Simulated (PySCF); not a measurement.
Cl₂GeH₄OSi, SMILES Cl[SiH](Cl)[O][GeH3]. Atoms are numbered in the order given.

```xyz
9

Si     1.0565     0.1168    -0.7555
Cl     0.8552     2.1368    -0.3361
Cl     2.1939    -0.7251     0.7545
O     -0.4156    -0.5815    -0.8061
Ge    -1.8286    -0.5970     0.3185
H      1.7487    -0.0532    -2.0436
H     -2.8518     0.4039    -0.2409
H     -2.3529    -2.0398     0.2879
H     -1.3308    -0.1900     1.7165
```

Geometry: B3LYP-D3(BJ)/def2-SVP. The structure was generated by enumeration, and PubChem lists no compound with its InChIKey, so it may never have been made. One conformer was computed; it need not be the lowest.

These are PBE/pcSseg-1 in PySCF values and carry that method's errors.

GIAO shieldings, no solvent; atoms listed in one row are averaged. δ = σ(ref) − σ: ²⁹Si against TMS (σ = 335.4 ppm); ³⁵Cl against HCl (σ = 936.5 ppm); ¹⁷O against H2O (σ = 334.3 ppm); ⁷³Ge against GeH4 (σ = 1614.4 ppm); ¹H against TMS (σ = 31.49 ppm), references at their B3LYP-D3(BJ)/def2-TZVP geometries, non-relativistic (without spin–orbit terms, shifts of atoms bonded to Cl or Br come out too high).

```csv
nucleus,atoms,count,δ (ppm)
²⁹Si,Si1,1,-10.4
³⁵Cl,Cl2,1,151.6
³⁵Cl,Cl3,1,150.3
¹⁷O,O4,1,87.4
⁷³Ge,Ge5,1,262.5
¹H,H6,1,6.20
¹H,"H7, H8, H9",3,5.76
```
